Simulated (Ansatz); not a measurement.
Consider the cleavage of the Si–Ge bond: `F[C]1=[CH][GeH]1[SiH3]` + `[OH][In]([Cl])[Cl]` → `[SiH3][O][In]([Cl])[Cl]` + `F[C]1=[CH][GeH2]1`.

Program: Ansatz. Geometries: PBE0-D4/def2-TZVP. ΔE: electronic, gas phase. CCSD(T)/CBS adds triple-zeta CCSD(T) − MP2 to the extrapolated MP2 energy (def2 sets, frozen cores). DFT in def2-TZVPP. B3LYP here is the variant with VWN-RPA as its local correlation; programs differ in this. Elements past krypton have def2 core potentials. For Ge, In outer-core shells are correlated without core-valence functions, which leaves a few kJ/mol of doubt a bond. Scalar relativity is left out up to krypton. Each species was taken in one conformer, which may not be the lowest.

```tsv
level	ΔE (kcal/mol)	difference from CCSD(T)/CBS
PBE-D4	-11.4	6.6
r2SCAN-D4	-15.9	2.1
PBE0-D4	-14.1	3.9
B3LYP-D4	-17.0	1.0
ωB97X-V	-18.0	0.0
ωB97M-V	-18.0	0.0
B2PLYP	-18.2	-0.2
PBE	-11.4	6.6
r2SCAN	-15.9	2.1
PBE0	-14.1	3.9
B3LYP	-17.0	1.0
HF/def2-TZVPP	-25.1	-7.1
MP2/def2-TZVPP	-18.9	-0.9
SCS-MP2/def2-TZVPP	-20.2	-2.2
CCSD/def2-TZVPP	-19.2	-1.2
CCSD(T)/def2-TZVPP	-18.2	-0.2
HF/def2-QZVPP	-25.9	-7.9
MP2/def2-QZVPP	-19.0	-1.0
SCS-MP2/def2-QZVPP	-20.4	-2.4
HF/CBS(def2)	-26.0	-8.0
MP2/CBS(def2)	-18.7	-0.7
CCSD/CBS(def2)	-19.0	-1.0
CCSD(T)/CBS	-18.0	0
```

Largest T1 diagnostic among the species: 0.014.

From PBE to PBE0 (25 % exact exchange), in def2-TZVPP and without D4, ΔE moves by −2.7 kcal/mol. In def2-TZVPP, CCSD(T) changes the Hartree–Fock value by +6.9 kcal/mol (the triples alone add +1.0 kcal/mol) and MP2 by +6.2 kcal/mol.
